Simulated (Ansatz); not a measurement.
Total energies of Mo(OSiH3)4 (Si₄MoO₄H₁₂) from Ansatz at PBE-D4/def2-TZVP, gas phase (1 Eh = 27.2114 eV = 2625.5 kJ/mol). The reference geometry is relaxed at PBE-D4/def2-SVP.

```tsv
state	geometry	energy (Eh)
charge 0 triplet	reference	-1533.83510
charge 1 doublet	reference	-1533.57958
charge -1 doublet	reference	-1533.85854
charge 0 singlet	relaxed at PBE-D4/def2-SVP	-1533.83560
free Mo atom (septet)	–	-68.12409
free O atom (triplet)	–	-75.00967
free Si atom (triplet)	–	-289.22285
free H atom (doublet)	–	-0.49962
```

In the def2 sets Mo takes a core potential; there is no spin–orbit coupling.

Problem. Work out the vertical ionisation energy to the doublet.

Solution. E(charge 1 doublet) − E(charge 0 triplet) = -1533.57958 − (-1533.83510) = 0.25552 Eh = 6.95 eV. For comparison, −ε of the highest occupied level of the spin that leaves is 4.25 eV at this level, 2.70 eV less.

Problem. Work out the vertical electron affinity, to the doublet.

Solution. E(charge 0 triplet) − E(charge -1 doublet) = -1533.83510 − (-1533.85854) = 0.02344 Eh = 0.64 eV. The basis lacks diffuse functions, which makes affinities too small.

Problem. Give the fundamental gap IE − EA, the Mulliken electronegativity (IE + EA)/2 and the hardness (IE − EA)/2.

Solution. From the values in Eh: IE − EA = 0.25552 − 0.02344 = 0.23208 Eh = 6.32 eV; (IE + EA)/2 = 3.80 eV; (IE − EA)/2 = 3.16 eV.

Problem. Which of the charge 0 states is lowest, and how far above it are the others?

Solution. The singlet, but by less than the method's error, so the order isn't settled. triplet: -1533.83510 − (-1533.83560) = 0.00050 Eh = 1.3 kJ/mol.

Problem. What is the binding energy per atom against free atoms?

Solution. Atoms: 1 × (-68.12409) + 4 × (-75.00967) + 4 × (-289.22285) + 12 × (-0.49962) = -1531.04961 Eh. Binding: -1531.04961 − (-1533.83510) = 2.78549 Eh = 75.80 eV, or 3.61 eV for each of 21 atoms (no zero-point energy, no counterpoise term).

At PBE-D4/def2-TZVP the highest occupied level of the charge -1 doublet lies above zero (up to 1.57 eV). By energy differences its removal costs 0.64 eV (vertical, to the charge 0 triplet, at PBE-D4/def2-TZVP); self-interaction error and the lack of diffuse functions both raise the level. The restricted singlet is unstable towards broken spin symmetry in Hartree–Fock (as tested in another run); at PBE-D4/def2-TZVP this wasn't settled.
